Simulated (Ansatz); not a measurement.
Frontier orbitals of CH4ClFMoO2S (`C[O][Mo]([OH])([F])(=[S])[Cl]`).

The species carries charge 0 and has multiplicity 1. Correlated methods include outer-core shells of Mo, which these sets cover unevenly. Mo: def2 effective core potential. The structure was optimised at the PBE0-D4/def2-TZVP level. It is one conformer, not always the lowest. Basis def2-TZVPP, Ansatz.

A caution on the coupled-cluster cation, which keeps the state that its UHF reference found: large T1 diagnostic of the cation; spin contamination of the cation.

(1) Compute the vertical ionisation energy as the energy of the cation minus that of the neutral molecule, at each level. (Best estimate.)

## Answers

(1) Ansatz gave: 
| level | IE (eV) | difference from CCSD(T)/def2-TZVPP |
| --- | --- | --- |
| PBE-D4/def2-TZVPP | 9.69 | -0.58 |
| r2SCAN-D4/def2-TZVPP | 9.86 | -0.41 |
| PBE0-D4/def2-TZVPP | 10.05 | -0.23 |
| B3LYP-D4/def2-TZVPP | 10.05 | -0.23 |
| ωB97X-V/def2-TZVPP | 10.21 | -0.07 |
| ωB97M-V/def2-TZVPP | 10.20 | -0.07 |
| B2PLYP/def2-TZVPP | 10.20 | -0.07 |
| HF/def2-TZVPP | 9.06 | -1.21 |
| MP2/def2-TZVPP | 12.18 | 1.90 |
| CCSD/def2-TZVPP | 10.24 | -0.03 |
| CCSD(T)/def2-TZVPP | 10.27 | 0.00 |
| HF/def2-QZVPP | 9.04 | -1.23 |
| MP2/def2-QZVPP | 12.28 | 2.01 |

B3LYP here is the variant with VWN-RPA as its local correlation; programs differ in this.
